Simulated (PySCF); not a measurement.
# Diatomic cations of Ca with group 12

r²SCAN with double-zeta basis sets in PySCF, for the lowest determinant that a PBE0 search found; no spin–orbit coupling. De refers to high-spin ground-configuration atoms (the charge goes to the atom of lower measured ionisation energy or higher electron affinity, which is not always the lowest computed limit). A positive dipole points towards Ca; it is taken about the centre of mass and depends on that origin.

```tsv
M	basis	charged atom	state (unpaired electrons)	Re (Å)	ωe (cm⁻¹)	De (eV)	μ (D)
Zn	def2-SVP	Ca+	doublet (σ ↑)	3.196	133	0.73	5.23
Cd	def2-SVP	Ca+	doublet (σ ↑)	3.305	113	0.62	7.53
Hg	def2-SVP	Ca+	doublet (σ ↑)	3.228	104	0.49	9.45
```

The shortest bond is that of CaZn⁺ (3.196 Å), the longest that of CaCd⁺ (3.305 Å).

Down a group the atoms grow and get heavier, so bonds lengthen and wavenumbers fall; the exceptions here are the shorter bond at Hg. Relativity and the filled 4f shell contract the atoms of the sixth period.

Weak bonds: CaHg⁺. Basis-set superposition, not corrected here, can be much of De in a small basis, most of all at correlated wavefunction levels. Spin–orbit coupling is left out. For an ion De counts to the pair picked by the measured ionisation energies or electron affinities, which need not be the lowest pair at this level. States were picked by a PBE0 search and need not be the measured ground states.
